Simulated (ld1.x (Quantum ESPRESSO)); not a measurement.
**La: TM semilocal pseudisation with PBE, scalar-relativistic reference atom.**

The input file (ld1.x (Quantum ESPRESSO) 7.5):

```
&input
   title='La', zed=57., rel=1, dft='PBE', iswitch=3,
   config='[Xe] 4f0 5d1 6s0 6p0',
   nld=4, rlderiv=2.60, eminld=-11.0, emaxld=5.0, deld=0.04
 /
 &inputp
   pseudotype=1, tm=.true., lloc=3,
   nlcc=.false.,
   file_pseudopw='La.pp', file_wfcaegen='ae.wfc', file_wfcncgen='nc.wfc'
 /
4
5S  1  0   2.00   0.00  1.75  1.75  0.0
5P  2  1   6.00   0.00  2.40  2.40  0.0
4D  3  2  10.00   0.00  1.20  1.20  0.0
4F  4  3   0.00   0.00  1.20  1.20  0.0
 &test
   configts(1)='4d10 4f0 5s2 5p6 5d1 6s0 6p0'
 /
```

Command:

```bash
ld1.x < La.in > La.out
```

Resulting log (shortened: banner, matrices, multipoles, cross overlaps and the repeated all-electron block are left out):

```
Program LD1 v.7.5
     --------------------------- All-electron run ----------------------------

     La
     scalar relativistic calculation

     atomic number is 57.00
     dft =PBE   lsd =0 sic =0 latt =0  beta=0.20 tr2=1.0E-14
     Exchange-correlation= PBE
                           (   1   4   3   4   0   0   0)
     mesh =1253 r(mesh) = 100.17801 a.u. xmin = -7.00 dx = 0.01250
     1 Ry =  13.60569312 eV, c = 137.03599908

     n l     nl                  e(Ry)          e(Ha)          e(eV)
     1 0     1S 1( 2.00)     -2849.2046     -1424.6023    -38765.4034
     2 0     2S 1( 2.00)      -454.3521      -227.1761     -6181.7758
     2 1     2P 1( 6.00)      -407.2988      -203.6494     -5541.5821
     3 0     3S 1( 2.00)       -97.9183       -48.9592     -1332.2465
     3 1     3P 1( 6.00)       -82.8952       -41.4476     -1127.8461
     4 0     4S 1( 2.00)       -20.5206       -10.2603      -279.1970
     4 1     4P 1( 6.00)       -15.6354        -7.8177      -212.7310
     3 2     3D 1(10.00)       -61.3180       -30.6590      -834.2734
     5 0     5S 1( 2.00)        -3.7868        -1.8934       -51.5218
     5 1     5P 1( 6.00)        -2.5664        -1.2832       -34.9174
     4 2     4D 1(10.00)        -8.5676        -4.2838      -116.5677
     4 3     4F 1( 0.00)        -1.2471        -0.6236       -16.9683
     5 2     5D 1( 1.00)        -1.0803        -0.5401       -14.6980
     6 0     6S 1( 0.00)        -0.9938        -0.4969       -13.5218
     6 1     6P 1( 0.00)        -0.7310        -0.3655        -9.9459

     final scf error:  3.4E-15 reached in  19 iterations

     Etot =  -16985.339045 Ry,   -8492.669523 Ha, -231097.310637 eV

     Ekin =   17967.394304 Ry,    8983.697152 Ha,  244458.853127 eV
     Encl =  -41054.679944 Ry,  -20527.339972 Ha, -558577.376584 eV
     Eh   =    6507.549544 Ry,    3253.774772 Ha,   88539.722074 eV
     Exc  =    -405.602949 Ry,    -202.801474 Ha,   -5518.509254 eV

     normalization and overlap integrals

     s(1S/1S) =  1.000000  <r> =   0.0251  <r2> =    0.0009  r(max) =   0.0161
     s(2S/2S) =  1.000000  <r> =   0.1074  <r2> =    0.0136  r(max) =   0.0914
     s(2P/2P) =  1.000000  <r> =   0.0942  <r2> =    0.0108  r(max) =   0.0729
     s(3S/3S) =  1.000000  <r> =   0.2852  <r2> =    0.0929  r(max) =   0.2610
     s(3P/3P) =  1.000000  <r> =   0.2832  <r2> =    0.0930  r(max) =   0.2546
     s(4S/4S) =  1.000000  <r> =   0.6541  <r2> =    0.4826  r(max) =   0.6108
     s(4P/4P) =  1.000000  <r> =   0.6930  <r2> =    0.5458  r(max) =   0.6341
     s(3D/3D) =  1.000000  <r> =   0.2600  <r2> =    0.0797  r(max) =   0.2111
     s(5S/5S) =  1.000000  <r> =   1.5537  <r2> =    2.7079  r(max) =   1.4112
     s(5P/5P) =  1.000000  <r> =   1.7885  <r2> =    3.6111  r(max) =   1.5792
     s(4D/4D) =  1.000000  <r> =   0.7673  <r2> =    0.6827  r(max) =   0.6750
     s(4F/4F) =  1.000000  <r> =   1.1527  <r2> =    1.7410  r(max) =   0.7460
     s(5D/5D) =  1.000000  <r> =   2.5884  <r2> =    7.7327  r(max) =   2.1318
     s(6S/6S) =  1.000000  <r> =   3.7586  <r2> =   15.7401  r(max) =   3.4279
     s(6P/6P) =  1.000000  <r> =   4.4962  <r2> =   22.5262  r(max) =   4.1348

     ------------------------ End of All-electron run ------------------------

     --------------------- Generating NC pseudopotential ---------------------

      Generating local pot.: lloc=3, matching radius rcloc =   1.2000

      Wfc   5S  rcut= 1.745  Using Troullier-Martins method

      Wfc   5P  rcut= 2.416  Using Troullier-Martins method

      Wfc   4D  rcut= 1.200  Using Troullier-Martins method

     ------------------- End of pseudopotential generation -------------------

     Computing logarithmic derivative in   2.58757

       Warning: n=3, l=1 expected 1 nodes, found 0
       Setting wfc to zero for this iteration
       (This warning will only be printed once per wavefunction)

     Computing logarithmic derivative in   2.58757
     Computing the partial wave expansion
     R is outside the sphere for l=    0 j= 0.00
     R is outside the sphere for l=    1 j= 0.00
     R is outside the sphere for l=    2 j= 0.00
       no projector for channel:   3

     ---------------------- Testing the pseudopotential ----------------------

     La
     scalar relativistic calculation

     atomic number is 57.00   valence charge is 21.00
     dft =PBE   lsd =0 sic =0 latt =0  beta=0.20 tr2=1.0E-14
     mesh =1253 r(mesh) = 100.17801 xmin = -7.00 dx = 0.01250

     n l     nl             e AE (Ry)        e PS (Ry)    De AE-PS (Ry)
     3 2     4D   1(10.00)       -8.56757       -8.56760        0.00003
     4 3     4F   1( 0.00)       -1.24715       -1.24708       -0.00006
     1 0     5S   1( 2.00)       -3.78679       -3.78680        0.00002
     2 1     5P   1( 6.00)       -2.56638       -2.56639        0.00000
     4 2     5D   1( 1.00)       -1.08028       -1.07427       -0.00601  !
     2 0     6S   1( 0.00)       -0.99383       -1.00333        0.00950  !
     3 1     6P   1( 0.00)       -0.73101       -0.73101        0.00000

     eps = 9.5E-15  iter = 16

     Etot =  -16985.339045 Ry,   -8492.669523 Ha, -231097.310637 eV
     Etotps =  -366.988267 Ry,    -183.494134 Ha,   -4993.129741 eV

     Ekin =     220.116916 Ry,     110.058458 Ha,    2994.843215 eV
     Encl =    -890.338126 Ry,    -445.169063 Ha,  -12113.667319 eV
     Ehrt =     266.017399 Ry,     133.008700 Ha,    3619.351098 eV
     Ecxc =     -28.935974 Ry,     -14.467987 Ha,    -393.693983 eV
     Epseu=      66.151518 Ry,      33.075759 Ha,     900.037249 eV

     ---------------------- End of pseudopotential test ----------------------
```

Generation and configuration tests took about 3.6 s on one core of a shared server CPU.

Transferability test of the new file with ld1.x, input:

```
&input
   title='La', zed=57., rel=1, dft='PBE', iswitch=2,
   config='[Xe] 4f0 5d1 6s0 6p0'
 /
 &test
   file_pseudo='La.pp', nconf=8,
   configts(1)='4d10 4f0 5s2 5p6 5d1 6s0 6p0',
   configts(2)='4d10 4f0 5s2 5p6 5d1 6s2 6p0',
   configts(3)='4d10 4f0 5s2 5p6 5d1 6s1 6p0',
   configts(4)='4d10 4f0 5s2 5p6 5d0 6s0 6p0',
   configts(5)='4d9 4f0 5s2 5p6 5d1 6s2 6p0',
   configts(6)='4d10 4f0 5s2 5p6 5d1 6s1 6p1',
   configts(7)='4d10 4f0 5s2 5p6 5d1 6s1.5 6p0',
   configts(8)='4d10 4f0 5s2 5p6 5d2 6s1 6p0'
 /
```

```bash
ld1.x < La.test.in > La.test.out
```

Pseudopotential blocks of its output, shortened (energy terms left out; the distinct warnings before each block abridged to one line each):

```
     Warning: n=3, l=1 expected 1 nodes, found 0
     ---------------------- Testing the pseudopotential ----------------------

     n l     nl             e AE (Ry)        e PS (Ry)    De AE-PS (Ry)
     3 2     4D   1(10.00)       -8.56757       -8.56760        0.00003
     4 3     4F   1( 0.00)       -1.24715       -1.24708       -0.00006
     1 0     5S   1( 2.00)       -3.78679       -3.78680        0.00002
     2 1     5P   1( 6.00)       -2.56638       -2.56639        0.00000
     4 2     5D   1( 1.00)       -1.08028       -1.07427       -0.00601  !
     2 0     6S   1( 0.00)       -0.99383       -1.00333        0.00950  !
     3 1     6P   1( 0.00)       -0.73101       -0.73101        0.00000

     eps = 6.5E-15  iter = 30

     Etot =  -16985.339045 Ry,   -8492.669523 Ha, -231097.310637 eV
     Etotps =  -366.988269 Ry,    -183.494135 Ha,   -4993.129773 eV

     ---------------------- End of pseudopotential test ----------------------

          ---------------------- Testing the pseudopotential ----------------------

     n l     nl             e AE (Ry)        e PS (Ry)    De AE-PS (Ry)
     3 2     4D   1(10.00)       -7.63273       -7.62335       -0.00938  !
     4 3     4F   1( 0.00)       -0.31936       -0.31074       -0.00862  !
     1 0     5S   1( 2.00)       -2.86085       -2.85320       -0.00765  !
     2 1     5P   1( 6.00)       -1.64638       -1.63932       -0.00705  !
     4 2     5D   1( 1.00)       -0.22713       -0.21789       -0.00924  !
     2 0     6S   1( 2.00)       -0.27043       -0.27227        0.00184
     3 1     6P   1( 0.00)       -0.09935       -0.09935        0.00000

     eps = 4.9E-15  iter = 28

     Etot =  -16986.577802 Ry,   -8493.288901 Ha, -231114.164786 eV
     Etotps =  -368.237246 Ry,    -184.118623 Ha,   -5010.122966 eV
     dEtot_ae =      -1.238757 Ry
     dEtot_ps =      -1.248977 Ry,   Delta E=       0.010220 Ry

     ---------------------- End of pseudopotential test ----------------------

          ---------------------- Testing the pseudopotential ----------------------

     n l     nl             e AE (Ry)        e PS (Ry)    De AE-PS (Ry)
     3 2     4D   1(10.00)       -8.06279       -8.05670       -0.00609  !
     4 3     4F   1( 0.00)       -0.74720       -0.74162       -0.00558  !
     1 0     5S   1( 2.00)       -3.28849       -3.28368       -0.00482
     2 1     5P   1( 6.00)       -2.07272       -2.06830       -0.00442
     4 2     5D   1( 1.00)       -0.62537       -0.61705       -0.00832  !
     2 0     6S   1( 1.00)       -0.61322       -0.61792        0.00470
     3 1     6P   1( 0.00)       -0.39689       -0.39689        0.00000

     eps = 5.5E-15  iter = 28

     Etot =  -16986.139335 Ry,   -8493.069668 Ha, -231108.199143 eV
     Etotps =  -367.795574 Ry,    -183.897787 Ha,   -5004.113714 eV
     dEtot_ae =      -0.800290 Ry
     dEtot_ps =      -0.807305 Ry,   Delta E=       0.007014 Ry

     ---------------------- End of pseudopotential test ----------------------

          ---------------------- Testing the pseudopotential ----------------------

     n l     nl             e AE (Ry)        e PS (Ry)    De AE-PS (Ry)
     3 2     4D   1(10.00)       -9.34484       -9.33942       -0.00542  !
     4 3     4F   1( 0.00)       -2.00708       -2.00161       -0.00547  !
     1 0     5S   1( 2.00)       -4.53228       -4.52685       -0.00543  !
     2 1     5P   1( 6.00)       -3.28855       -3.28428       -0.00428
     4 2     5D   1( 0.00)       -1.71652       -1.70669       -0.00983  !
     2 0     6S   1( 0.00)       -1.49344       -1.50704        0.01360  !
     3 1     6P   1( 0.00)       -1.16590       -0.34977       -0.81613  !

     eps = 8.7E-15  iter = 29

     Etot =  -16983.946252 Ry,   -8491.973126 Ha, -231078.360722 eV
     Etotps =  -365.603271 Ry,    -182.801636 Ha,   -4974.285914 eV
     dEtot_ae =       1.392793 Ry
     dEtot_ps =       1.384998 Ry,   Delta E=       0.007795 Ry

     ---------------------- End of pseudopotential test ----------------------

          ---------------------- Testing the pseudopotential ----------------------

     n l     nl             e AE (Ry)        e PS (Ry)    De AE-PS (Ry)
     3 2     4D   1( 9.00)       -9.01489       -8.97387       -0.04102  !
     4 3     4F   1( 0.00)       -1.50745       -1.46459       -0.04286  !
     1 0     5S   1( 2.00)       -3.75854       -3.71553       -0.04301  !
     2 1     5P   1( 6.00)       -2.46101       -2.43129       -0.02972  !
     4 2     5D   1( 1.00)       -0.84350       -0.82264       -0.02086  !
     2 0     6S   1( 2.00)       -0.71817       -0.72384        0.00567  !
     3 1     6P   1( 0.00)       -0.46612       -0.13984       -0.32629  !

     eps = 9.9E-16  iter = 19

     Etot =  -16978.271998 Ry,   -8489.135999 Ha, -231001.158565 eV
     Etotps =  -359.950055 Ry,    -179.975028 Ha,   -4897.369991 eV
     dEtot_ae =       7.067047 Ry
     dEtot_ps =       7.038214 Ry,   Delta E=       0.028833 Ry

     ---------------------- End of pseudopotential test ----------------------

          BEWARE! Errors in PS-KS equations
     Warning: n=1, l=0 expected 0 nodes, found 1
     Warning: n=2, l=0 expected 1 nodes, found 0
     Warning: n=2, l=1 expected 0 nodes, found 1
     ---------------------- Testing the pseudopotential ----------------------

     n l     nl             e AE (Ry)        e PS (Ry)    De AE-PS (Ry)
     3 2     4D   1(10.00)       -7.71499       -8.95260        1.23761  !
     4 3     4F   1( 0.00)       -0.40037       -0.40037        0.00000
     1 0     5S   1( 2.00)       -2.94238       -4.14765        1.20528  !
     2 1     5P   1( 6.00)       -1.72656       -2.90852        1.18196  !
     4 2     5D   1( 1.00)       -0.29108       -0.56075        0.26968  !
     2 0     6S   1( 1.00)       -0.31471       -0.02289       -0.29183  !
     3 1     6P   1( 1.00)       -0.13640       -0.04092       -0.09548  !

     eps = 8.7E-15  iter = 46

     Etot =  -16986.403075 Ry,   -8493.201538 Ha, -231111.787503 eV
     Etotps =  -366.339852 Ry,    -183.169926 Ha,   -4984.307600 eV
     dEtot_ae =      -1.064030 Ry
     dEtot_ps =       0.648418 Ry,   Delta E=      -1.712448 Ry

     ---------------------- End of pseudopotential test ----------------------

          ---------------------- Testing the pseudopotential ----------------------

     n l     nl             e AE (Ry)        e PS (Ry)    De AE-PS (Ry)
     3 2     4D   1(10.00)       -7.83760       -7.82955       -0.00805  !
     4 3     4F   1( 0.00)       -0.52342       -0.51604       -0.00738  !
     1 0     5S   1( 2.00)       -3.06493       -3.05846       -0.00647  !
     2 1     5P   1( 6.00)       -1.85012       -1.84417       -0.00595  !
     4 2     5D   1( 1.00)       -0.41843       -0.40950       -0.00893  !
     2 0     6S   1( 1.50)       -0.43692       -0.43998        0.00306
     3 1     6P   1( 0.00)       -0.24275       -0.24275        0.00000

     eps = 2.9E-15  iter = 28

     Etot =  -16986.401458 Ry,   -8493.200729 Ha, -231111.765506 eV
     Etotps =  -368.059658 Ry,    -184.029829 Ha,   -5007.706759 eV
     dEtot_ae =      -1.062413 Ry
     dEtot_ps =      -1.071389 Ry,   Delta E=       0.008975 Ry

     ---------------------- End of pseudopotential test ----------------------

          ---------------------- Testing the pseudopotential ----------------------

     n l     nl             e AE (Ry)        e PS (Ry)    De AE-PS (Ry)
     3 2     4D   1(10.00)       -7.50987       -7.50952       -0.00035
     4 3     4F   1( 0.00)       -0.20141       -0.20138       -0.00003
     1 0     5S   1( 2.00)       -2.74362       -2.74427        0.00065
     2 1     5P   1( 6.00)       -1.53837       -1.53871        0.00034
     4 2     5D   1( 2.00)       -0.15758       -0.15325       -0.00433
     2 0     6S   1( 1.00)       -0.22984       -0.23347        0.00363
     3 1     6P   1( 0.00)       -0.07715       -0.07715        0.00000

     eps = 7.8E-15  iter = 29

     Etot =  -16986.519486 Ry,   -8493.259743 Ha, -231113.371351 eV
     Etotps =  -368.169337 Ry,    -184.084669 Ha,   -5009.199022 eV
     dEtot_ae =      -1.180441 Ry
     dEtot_ps =      -1.181068 Ry,   Delta E=       0.000627 Ry

     ---------------------- End of pseudopotential test ----------------------
```
